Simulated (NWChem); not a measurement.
Species: SiHOF₃; SMILES F[Si](F)(O)F

```xyz
6

O      0.9244    -1.3423     0.0055
Si    -0.0055    -0.0179     0.0000
F      0.2548     0.9037    -1.2780
F     -1.5249    -0.4860    -0.0099
F      0.2384     0.9030     1.2816
H      1.8815    -1.2565     0.0115
```
Atoms are numbered in this order, from 1.

All runs: NWChem. Structure relaxed at the PBE0/def2-SVP level. Level: PBE0/def2-SVP with SMD (1 M gas to 1 M solution), gas-phase geometry. Reactions with the solvent are ignored.

Q: What does the run give for solvent water? Quantities: solvation free energy (kcal/mol); cavity-dispersion-structure term (kcal/mol); dipole in solution (D).

A: 
```
Item                                         Value
-------------------------------------------  -----
solvation free energy (kcal/mol)              -4.3
cavity-dispersion-structure term (kcal/mol)    3.1
dipole in solution (D)                        2.75
```
